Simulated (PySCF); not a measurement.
[CrF5]2- by CASSCF and spin-orbit coupling

[CrF5]2-: Cr(III) (d3), charge -2. The structure is a PBE0-D3(BJ)/def2-TZVP, IEF-PCM water geometry optimised for multiplicity 4; coordination square pyramidal, point group C4v, metal–donor distances 1.83–1.89 Å.

```
6

Cr    0.000    0.000    0.000
F     1.869    0.000   -0.265
F    -1.869    0.000   -0.265
F     0.000    0.000    1.832
F     0.000   -1.869   -0.265
F     0.000    1.869   -0.265
```

Method (PySCF 2.14, density fitting): CASSCF(3,5) with orbitals averaged over all microstates of the shell, strongly contracted NEVPT2 on the averaged canonical orbitals; basis x2c-TZVPall on the metal, x2c-SVPall elsewhere; spin-free X2C; IEF-PCM water; spin-orbit coupling by state interaction with the mean-field operator over all roots.

Spin-free states:

```json
{"2S+1": "4", "deg.": "1", "symmetry": "4B1", "free-ion term": "4F 1.00", "CASSCF / cm⁻¹": "0", "NEVPT2 / cm⁻¹": "0", "f(ED)": "–", "occupations": "1.0 1.0 1.0 0.0 0.0"}
{"2S+1": "4", "deg.": "2", "symmetry": "4E", "free-ion term": "4F 0.97", "CASSCF / cm⁻¹": "8623", "NEVPT2 / cm⁻¹": "9341", "f(ED)": "9.5e-05", "occupations": "0.5 0.5 1.0 0.9 0.1"}
{"2S+1": "4", "deg.": "1", "symmetry": "4A2", "free-ion term": "4F 0.65", "CASSCF / cm⁻¹": "15276", "NEVPT2 / cm⁻¹": "15458", "f(ED)": "0", "occupations": "0.8 0.8 0.2 1.0 0.2"}
{"2S+1": "2", "deg.": "1", "symmetry": "2A1", "free-ion term": "2G 0.68", "CASSCF / cm⁻¹": "18755", "NEVPT2 / cm⁻¹": "16960", "f(ED)": "–", "occupations": "1.0 1.0 0.9 0.1 0.0"}
{"2S+1": "2", "deg.": "1", "symmetry": "2B1", "free-ion term": "2G 0.67", "CASSCF / cm⁻¹": "19223", "NEVPT2 / cm⁻¹": "17477", "f(ED)": "–", "occupations": "1.0 1.0 1.0 0.0 0.0"}
{"2S+1": "2", "deg.": "2", "symmetry": "2E", "free-ion term": "2G 0.52", "CASSCF / cm⁻¹": "19885", "NEVPT2 / cm⁻¹": "18211", "f(ED)": "–", "occupations": "1.0 1.0 0.9 0.1 0.0"}
{"2S+1": "4", "deg.": "1", "symmetry": "4B2", "free-ion term": "4F 1.00", "CASSCF / cm⁻¹": "15691", "NEVPT2 / cm⁻¹": "18240", "f(ED)": "0", "occupations": "1.0 1.0 0.0 0.0 1.0"}
{"2S+1": "2", "deg.": "1", "symmetry": "2A2", "free-ion term": "2G 0.45", "CASSCF / cm⁻¹": "20083", "NEVPT2 / cm⁻¹": "18390", "f(ED)": "–", "occupations": "1.0 1.0 0.9 0.0 0.0"}
{"2S+1": "2", "deg.": "1", "symmetry": "2B2", "free-ion term": "2H 0.51", "CASSCF / cm⁻¹": "25353", "NEVPT2 / cm⁻¹": "23489", "f(ED)": "–", "occupations": "0.9 0.9 0.7 0.4 0.1"}
{"2S+1": "2", "deg.": "2", "symmetry": "2E", "free-ion term": "2G 0.60", "CASSCF / cm⁻¹": "25360", "NEVPT2 / cm⁻¹": "23671", "f(ED)": "–", "occupations": "0.6 0.6 1.0 0.7 0.1"}
{"2S+1": "4", "deg.": "2", "symmetry": "4E", "free-ion term": "4F 0.95", "CASSCF / cm⁻¹": "20982", "NEVPT2 / cm⁻¹": "23725", "f(ED)": "1.1e-04", "occupations": "0.5 0.5 0.4 0.6 1.0"}
{"2S+1": "2", "deg.": "1", "symmetry": "2A1", "free-ion term": "2G 0.84", "CASSCF / cm⁻¹": "26193", "NEVPT2 / cm⁻¹": "25313", "f(ED)": "–", "occupations": "0.3 0.3 1.4 0.8 0.1"}
{"2S+1": "2", "deg.": "2", "symmetry": "2E", "free-ion term": "2H 0.67", "CASSCF / cm⁻¹": "26960", "NEVPT2 / cm⁻¹": "25591", "f(ED)": "–", "occupations": "0.7 0.7 0.8 0.8 0.0"}
{"2S+1": "2", "deg.": "1", "symmetry": "2A2", "free-ion term": "2H 0.78", "CASSCF / cm⁻¹": "30563", "NEVPT2 / cm⁻¹": "29646", "f(ED)": "–", "occupations": "0.9 0.9 0.1 0.9 0.2"}
{"2S+1": "2", "deg.": "2", "symmetry": "2E", "free-ion term": "2P 0.42", "CASSCF / cm⁻¹": "31205", "NEVPT2 / cm⁻¹": "29852", "f(ED)": "–", "occupations": "0.5 0.5 1.1 0.7 0.2"}
```

Only the lowest 15 spin-free levels are listed. Energies are counted from the ground state at NEVPT2 level. Weights follow the labels. f(ED) is the electric-dipole oscillator strength from the ground state at the fixed geometry, without vibronic coupling; occupations, where given, run over the ligand-field orbitals from the lowest.

## Spin-orbit levels

```
E / cm⁻¹  deg.              make-up    g (S′ = 1/2)
     0.0     2             1.00 4B1  1.97 3.89 3.89
     2.1     2             1.00 4B1  0.00 0.00 5.91
  9189.1     2              1.00 4E  0.20 0.20 3.63
  9299.4     2              1.00 4E  0.29 0.32 0.32
  9399.4     2              1.00 4E  0.50 0.50 4.12
  9493.0     2              1.00 4E  0.60 0.60 8.04
 15449.1     2             0.99 4A2  0.00 0.00 5.99
 15460.9     2             0.99 4A2  2.00 4.03 4.03
 16972.3     2             0.99 2A1  1.63 1.69 1.69
 17398.5     2  0.91 2B1 + 0.08 4B2  1.62 1.62 1.97
```

Only the lowest levels are listed: 20 of 120 states.

## Ligand-field fit

| cm⁻¹ | CASSCF |
| --- | --- |
| B | 1040 |
| B, free ion | 1155 |
| C | 3934 |
| C, free ion | 4321 |
| rms of the fit | 119 |

```tsv
orbital	CASSCF / cm⁻¹	metal share	main function
1	0	0.96	degenerate set
2	0	0.96	degenerate set
3	1258	0.96	xy 1.00
4	6991	0.89	z2 1.00
5	16855	0.90	x2-y2 1.00
```

ζ = 254 cm⁻¹, against 278 for the free ion.

NEVPT2 on the d shell alone tends to put d–d bands too high for such charged or covalently bound ions.

The job took 7.6 s on one thread of Arm Neoverse V1 (shared host), with 118 basis functions, launched as `OMP_NUM_THREADS=1 python lf_run.py task.json out`.
